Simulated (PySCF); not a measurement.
## How methods differ on the excitation energy of Ge

Ge [Ar] 3d10 4s2 4p2 (3P) → Ge [Ar] 3d10 4s2 4p1 5s1 (3P), as a difference of total energies. All numbers are calculated (PySCF 2.14, scalar relativity through the core potential, in aug-cc-pwCVDZ-PP with ECP10MDF (6s5p4d1f, 48 functions)). Correlated levels: valence: 3s2 3p6 3d10 frozen; valence and next inner shell: nothing frozen outside the core potential. The calculations carry no spin-orbit coupling.

```tsv
method	excitation energy (eV)	error (eV)
UHF	4.598	-0.050
LDA	4.611	-0.037
PBE	4.556	-0.092
PBE0	4.664	+0.016
r2SCAN	4.879	+0.231
BHandHLYP	4.698	+0.050
r2SCAN0	4.883	+0.235
TPSS	4.686	+0.038
HSE06	4.646	-0.002
MP2 (valence)	4.666	+0.018
SCS-MP2 (valence)	4.643	-0.005
MP2 (valence and next inner shell)	4.677	+0.029
SCS-MP2 (valence and next inner shell)	4.636	-0.012
```

Reference: 4.648 eV (measured; NIST levels, between the centres of gravity of the two terms).

Errors of the correlated levels include the incompleteness of this basis and the frozen core.
